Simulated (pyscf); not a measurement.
## Hydrogen shift: H₃C–CH₂–O⁻ (SMILES CC[O-]) -> H₂C⁻–CH₂–OH (SMILES [CH2-]CO)

Gas phase, singlet surface, charge -1. Bonds broken: C1–H2. Bonds formed: H2–O6. PySCF, gas phase, ωB97X-D3(BJ)/def2-SVPD geometries. Correlated levels are frozen-core, on RHF or UHF. ΔMP2 is the change of the MP2 total energy from the triple- to the quadruple-zeta basis.

Transition state (Å):

```xyz
8

C     -1.3685    -0.4366     0.2510
H     -1.2027     0.8771     0.8381
H     -0.8808    -1.3327     0.6816
H     -2.3106    -0.7380    -0.2469
C     -0.4491     0.4458    -0.5994
O     -0.4585     1.6364     0.1798
H      0.5828     0.0372    -0.7149
H     -0.8313     0.6263    -1.6321
```

One imaginary mode, 1739i cm⁻¹; descent along it reached the two sides named, in the forms told below.

| bond | change | reactant side (Å) | saddle | product side |
|---|---|---|---|---|
| C1–H2 | breaks | 1.101 | 1.448 | 2.198 |
| H2–O6 | forms | 2.449 | 1.250 | 0.972 |

Electronic energies relative to the reactant's lowest minimum found (kJ/mol):

```json
[
 {"level": "ωB97X-D3(BJ)/def2-TZVPD", "barrier": "161.5", "reaction energy": "+101.9", "reverse barrier": "59.6"},
 {"level": "PBE/def2-TZVPD", "barrier": "145.2", "reaction energy": "+101.2", "reverse barrier": "44.0"},
 {"level": "r²SCAN/def2-TZVPD", "barrier": "154.7", "reaction energy": "+104.6", "reverse barrier": "50.1"},
 {"level": "B3LYP-D3(BJ)/def2-TZVPD", "barrier": "162.3", "reaction energy": "+102.1", "reverse barrier": "60.3"},
 {"level": "PBE0-D3(BJ)/def2-TZVPD", "barrier": "153.0", "reaction energy": "+99.4", "reverse barrier": "53.6"},
 {"level": "M06-2X/def2-TZVPD", "barrier": "155.1", "reaction energy": "+93.2", "reverse barrier": "61.9"},
 {"level": "ωB97M-D3(BJ)/def2-TZVPD", "barrier": "156.3", "reaction energy": "+94.3", "reverse barrier": "62.0"},
 {"level": "HF/def2-TZVPD", "barrier": "204.4", "reaction energy": "+108.7", "reverse barrier": "95.7"},
 {"level": "MP2/def2-QZVPPD", "barrier": "148.1", "reaction energy": "+90.9", "reverse barrier": "57.2"},
 {"level": "CCSD/def2-TZVPPD", "barrier": "163.2", "reaction energy": "+94.5", "reverse barrier": "68.6"},
 {"level": "CCSD(T)/def2-TZVPPD", "barrier": "155.5", "reaction energy": "+93.1", "reverse barrier": "62.4"},
 {"level": "CCSD(T)/def2-TZVPPD + ΔMP2(QZVPPD)", "barrier": "154.5", "reaction energy": "+90.8", "reverse barrier": "63.7"}
]
```

With CCSD(T)/def2-TZVPPD + ΔMP2(QZVPPD) energies and thermal terms (ideal gas, 1 atm, RRHO with modes under 100 cm⁻¹ raised to 100, one conformer, R ln 2 for chiral ones without a mode under 150 cm⁻¹), in kJ/mol:

```csv
T (K),ΔH‡,ΔG‡,ΔH,ΔG
298,141.1,141.6,+90.5,+88.6
600,140.7,142.3,+92.8,+85.7
900,139.9,143.3,+93.9,+81.8
1200,138.7,144.6,+94.2,+77.7
```

On the reactant side the descent ends in a point that may be a rotor saddle (no frequency run), 15.0 kJ/mol over the lowest minimum found and 146.4 kJ/mol under the saddle at ωB97X-D3(BJ)/def2-TZVPD. One saddle was located; it need not be the lowest between these sides. The CCSD(T) − MP2 part came from Ansatz, without density fitting, on the same reference.
